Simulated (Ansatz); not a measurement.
Ir(PH3)2H5 (P2IrH11). The state is a triplet with charge 0. Geometry PBE-D4/def2-SVP; atoms count from 1.

Cartesian coordinates in Å:
```
Ir 0.3847 0.0717 -0.2818
P 1.2617 -0.7121 1.7030
H 2.0734 -1.8954 1.6859
H 0.4009 -1.1174 2.7818
H 2.1565 0.0943 2.4844
P -0.8196 1.2062 -1.8886
H -0.6705 2.6231 -2.0697
H -2.2561 1.1812 -1.8939
H -0.6450 0.8447 -3.2665
H 1.2378 -0.8773 -1.2761
H 1.8130 0.6739 -0.7840
H -2.6022 -0.4364 1.9901
H -2.0448 -0.2935 1.4710
H -0.2897 -1.3630 -0.6553
```

In the def2 sets Ir takes a core potential; there is no spin–orbit coupling. In the triplet geometry the species has come apart into loosely held pieces. In the triplet, H12 and H13 lie 0.77 Å apart (atoms count from 1), so H2 has formed as a molecule. At PBE0-D4/def2-TZVP a singlet of charge 0 lies 2.49 eV below the triplet, each at its own geometry.

**Question.** Estimate the Mulliken populations from the PBE0/def2-TZVP orbitals of Ansatz.

**Answer.** 
```
atom  charge (e)  spin (α − β)  d electrons
 Ir1       -0.08          1.19         7.70
  P2       -0.15          0.10            –
  H3        0.09          0.01            –
  H4        0.09          0.03            –
  H5        0.09          0.02            –
  P6       -0.15          0.11            –
  H7        0.09          0.02            –
  H8        0.10          0.02            –
  H9        0.09          0.01            –
 H10       -0.04          0.16            –
 H11       -0.06          0.17            –
 H12        0.00          0.03            –
 H13       -0.02         -0.02            –
 H14       -0.07          0.15            –
```
Mulliken values depend strongly on the basis.

**Question.** Where does the spin sit?

**Answer.** Summed by element: Ir 1.19, P 0.21, H 0.61, of 2 unpaired in all. Largest on single atoms: Ir1 1.19, H11 0.17, H10 0.16.

**Question.** And the Mayer bond orders between heavy atoms (over 0.3)?

**Answer.** Ir1–P2 0.94 (2.31 Å); Ir1–P6 0.94 (2.31 Å).
